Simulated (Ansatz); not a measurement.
`C[CH](F)[GeH3]` + CH₃OH → `COC(C)F` + GeH₄ at 500 K and 1 bar (substitution at a C–Ge bond).

Computed with Ansatz on PBE0-D4/def2-TZVP structures; ΔE is electronic, products minus reactants. CBS: MP2 limit from def2 TZ/QZ plus the TZ coupled-cluster correction, frozen cores. This one scheme is used for every species. For Ge outer-core shells are correlated without core-valence functions, which leaves a few kJ/mol of doubt a bond. Scalar relativity is left out up to krypton. Each species was taken in one conformer, which may not be the lowest.

```csv
species,CCSD(T)/CBS energy (Eh),H − E (kJ/mol),S (J/(mol·K))
`C[CH](F)[GeH3]`,-2256.20184,255.3,392.9
CH₃OH,-115.61712,157.0,265.4
`COC(C)F`,-293.32811,306.8,377.8
GeH₄,-2078.49493,99.4,244.6
```

H − E and S are ideal-gas, rigid-rotor, harmonic terms from PBE0-D4/def2-TZVP, for one conformer and one mirror image of each species. 1 Eh = 2625.50 kJ/mol, R = 8.31446 J/(mol·K).

Problem. By hand: ΔE, ΔH, ΔS and ΔG.

Solution. ΔE = (-293.32811) + (-2078.49493) − (-2256.20184) − (-115.61712) = -0.00408 Eh = -10.7 kJ/mol. Δ(H − E) = 306.8 + 99.4 − 255.3 − 157.0 = -6.1, so ΔH = -16.8 kJ/mol. ΔS = 377.8 + 244.6 − 392.9 − 265.4 = -35.9 J/(mol·K). ΔG = -16.8 − 500 × (-35.9)/1000 = 1.1 kJ/mol.

Problem. By hand: the equilibrium constant, and the temperature at which ΔG would vanish if ΔH and ΔS stayed fixed.

Solution. log₁₀ K = −ΔG/(RT ln 10) = -0.1. ΔG = 0 at ΔH/ΔS = 468 K.

TΔS isn't small against ΔH here. The sign of ΔG lies within the doubt. A doubt of 5 kJ/mol in ΔE shifts log₁₀ K by 0.5 here. Other conformers and mirror images would add mixing entropy, several J/(mol·K) or more a flexible species. These are equilibria of isolated gas molecules and say nothing of rates. Largest T1 diagnostic: 0.012 (customary marks: 0.02 for closed shells, 0.045 for open ones).
